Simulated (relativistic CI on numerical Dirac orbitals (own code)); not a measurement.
# Slater and spin-orbit integrals, Er21+

Method of calculation: Dirac-Coulomb-Breit CI, separate exchange-only KLI orbitals for each configuration, model QED (radiative potential, 1s self-energy scaled to tabulated hydrogen-like ionisation energies), unscaled Slater integrals (own radial code, finite nucleus).

Slater integrals F^k, G^k are unscaled and averaged over j, outside the closed core [Ar] 3d10; ζ comes from projecting the Hamiltonian with its Breit term on Σ l·s of the shell.

- 4s2 4p6 4d10 4f: ζ(4f) = 4286.8 cm⁻¹; <r>(4f) = 0.5266, <r^2>(4f) = 0.3199 (bohr units).
- 4s2 4p6 4d9 4f2: ζ(4d) = 30429, F^2(4f,4f) = 196520, F^4(4f,4f) = 127470, F^6(4f,4f) = 93012, F^2(4d,4f) = 188150, F^4(4d,4f) = 122830, G^1(4d,4f) = 208710, G^3(4d,4f) = 138800, G^5(4d,4f) = 100480, ζ(4f) = 4242.1 cm⁻¹; <r>(4d) = 0.5269, <r^2>(4d) = 0.3178, <r>(4f) = 0.5272, <r^2>(4f) = 0.3206 (bohr units).
- 4s2 4p6 4d10 5p: ζ(5p) = 83933 cm⁻¹; <r>(5p) = 0.9742, <r^2>(5p) = 1.06 (bohr units).

Averages of the first 10 configurations, taken without configuration mixing, which lowers the lowest level and can move excited configurations by several eV; other configurations of the list can lie among them:

```
    Configuration  Parity  States  Average energy above the lowest level (eV)
  4s2 4p6 4d10 4f     odd      14                                         1.2
  4s2 4p6 4d10 5s    even       2                                        65.5
  4s2 4p6 4d9 4f2    even     910                                       175.7
  4s2 4p6 4d10 5p     odd       6                                       110.4
  4s2 4p6 4d10 5d    even      10                                       173.4
 4s2 4p5 4d10 4f2     odd     546                                       347.8
  4s2 4p6 4d9 5s2    even      10                                       310.2
4s2 4p6 4d9 4f 5s     odd     280                                       238.7
  4s2 4p6 4d10 5f     odd      14                                       240.3
4s2 4p6 4d9 5s 5p     odd     120                                       352.7
```
